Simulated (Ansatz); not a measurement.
CH6Se2Si (`C[Se][Se][SiH3]`). Total charge 0; spin multiplicity 1.

```json
{"atom": "C1", "x (Å)": "1.288", "y (Å)": "-1.366", "z (Å)": "-0.775"}
{"atom": "Se2", "x (Å)": "-0.592", "y (Å)": "-1.625", "z (Å)": "-0.346"}
{"atom": "Se3", "x (Å)": "-0.685", "y (Å)": "-0.457", "z (Å)": "1.675"}
{"atom": "Si4", "x (Å)": "-1.150", "y (Å)": "1.534", "z (Å)": "0.665"}
{"atom": "H5", "x (Å)": "1.503", "y (Å)": "-0.305", "z (Å)": "-0.883"}
{"atom": "H6", "x (Å)": "1.911", "y (Å)": "-1.812", "z (Å)": "-0.004"}
{"atom": "H7", "x (Å)": "1.452", "y (Å)": "-1.875", "z (Å)": "-1.727"}
{"atom": "H8", "x (Å)": "-1.200", "y (Å)": "2.566", "z (Å)": "1.736"}
{"atom": "H9", "x (Å)": "-0.075", "y (Å)": "1.872", "z (Å)": "-0.302"}
{"atom": "H10", "x (Å)": "-2.452", "y (Å)": "1.468", "z (Å)": "-0.039"}
```

Question: What are the harmonic wavenumbers in cm⁻¹ at PBE0-D4/def2-TZVP (Ansatz, finite differences of forces, unscaled)? (An estimate is asked.)

Answer: Ansatz gave: 64, 90, 149, 154, 178, 297, 394, 587, 593, 605, 899, 912, 918, 927, 941, 1301, 1445, 1464, 2217, 2231, 2246, 3067, 3165, 3186.

Question: Is this a minimum?

Answer: Yes, all 24 modes are real.

Question: Give the ideal-gas thermochemistry at 298.15 K and 1 bar (rigid rotor, harmonic oscillator; point group C1, symmetry number 1).

Answer: Zero-point energy 167.7 kJ/mol; H(298) − E = 190.5 kJ/mol; entropy 379.4 J/(mol·K), of which translation 175.2, rotation 119.9, vibration 84.3; G(298) − E = 77.4 kJ/mol. Modes under 100 cm⁻¹ are hindered rotations or soft bends, so the harmonic entropy is rough.

Question: And at 400, 500, 600, 800 and 1000 K?

Answer: 
| T (K) | H − E (kJ/mol) | S (J/mol/K) | G − E (kJ/mol) |
| --- | --- | --- | --- |
| 400 | 202.8 | 414.6 | 37.0 |
| 500 | 216.4 | 444.8 | -6.0 |
| 600 | 231.2 | 471.8 | -51.9 |
| 800 | 263.9 | 518.8 | -151.1 |
| 1000 | 299.7 | 558.7 | -258.9 |

Question: Rotational constants (cm⁻¹)?

Answer: 0.1074, 0.04214, 0.03671.
